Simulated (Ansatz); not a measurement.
Consider the ligand exchange at the Al–F bond: `[NH2][Al]([F])[SH]` + `O[SiH3]` → `[NH2][Al]([SH])[O][SiH3]` + H–F.

Calculated with Ansatz (gas phase, PBE0-D4/def2-TZVP geometries, no zero-point term in ΔE). CCSD(T)/CBS is the MP2 limit (def2-TZVPP, def2-QZVPP) plus CCSD(T) − MP2 in def2-TZVPP, frozen cores. This one scheme is used for every species. Functionals use def2-TZVPP. One conformer a species, not always the lowest.

Q: Is it downhill or uphill in electronic energy at CCSD(T)/CBS, and by how much? (Best estimate.)

A: Computed: Uphill: ΔE = +0.23 eV.

Q: What do these levels give: revPBE-D4, ωB97X-V, ωB97M-V, revPBE, r2SCAN, RPA@PBE/def2-TZVPP, CCSD/def2-SVP, MP2/def2-TZVPP, CCSD(T)/def2-TZVPP, SCS-MP2/def2-QZVPP, MP2/CBS(def2), CCSD/CBS(def2)? (Estimate.)

A: The calculation gave: revPBE-D4 0.27, ωB97X-V 0.28, ωB97M-V 0.28, revPBE 0.37, r2SCAN 0.31, RPA@PBE/def2-TZVPP 0.23, CCSD/def2-SVP 0.27, MP2/def2-TZVPP 0.21, CCSD(T)/def2-TZVPP 0.22, SCS-MP2/def2-QZVPP 0.24, MP2/CBS(def2) 0.22, CCSD/CBS(def2) 0.23 eV.

Q: What do rigid-rotor, harmonic-oscillator terms from PBE0-D4/def2-TZVP frequencies (298.15 K, 1 bar) make of the CCSD(T)/CBS value? (Estimate.)

A: Computed: ΔZPE = -0.04 eV, ΔH = +0.22 eV, ΔS = -1 J/(mol·K), ΔG = +0.23 eV. Modes under 50 cm⁻¹ make the entropy rough.

Largest T1 diagnostic among the species: 0.011.

From BLYP to BHLYP (50 % exact exchange), in def2-TZVPP and without D4, ΔE moves by −0.09 eV. Leaving LDA and LC-ωPBE aside and taking each functional with its dispersion term where it has one, the values, not all of them listed here, spread over 0.09 eV, from BHLYP-D4 to B97M-V. LDA lies −0.06 eV from PBE without D4.
